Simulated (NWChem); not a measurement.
CBrClF₂; SMILES FC(F)(Cl)Br

Program: NWChem. Pople sets run with spherical d functions. STO-3G and 3-21G are far too small for this property and stand as cheap habits. The geometry was optimised at B3LYP/6-31G* (spherical d). Field at 589 nm.

```csv
level,isotropic polarisability (bohr³),anisotropy (bohr³),relative time
B3LYP/STO-3G,17.6,18.9,1
B3LYP/6-31G*,38.4,23.7,8
B3LYP/def2-SVP,36.5,21.9,5
B3LYP/def2-SVPD,54.1,21.2,10
B3LYP/aug-cc-pVDZ,52.8,22.1,60
```

Relative times are rough (shared machine, one core).
